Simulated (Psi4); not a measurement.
Here is a job for Psi4.
```
memory 2 GB

molecule {
0 1
  C    -2.08539302   -0.43002418    0.05735758
  Si   -0.22565362   -0.04653152    0.00620648
  Cl    0.68040569   -1.19502435   -1.39062803
  Cl    0.06775652    1.90072752   -0.45554951
  Cl    0.60976201   -0.42568869    1.80882858
  H    -2.26630565   -1.46926637    0.31744164
  H    -2.59468576    0.18660249    0.79274175
  H    -2.55221147   -0.24599592   -0.90628735
}

set basis 6-31g

energy('scf')
print_variables()
```

What is the computed dipole moment (HF/6-31G (Psi4))?

3.10 D

Estimate the number of basis functions that HF/6-31G returns for this input.

67

Give the nuclear repulsion energy at the level HF/6-31G.

440.8054 Eh

Estimate the total energy that HF/6-31G returns for this input.

-1706.982223 Ha
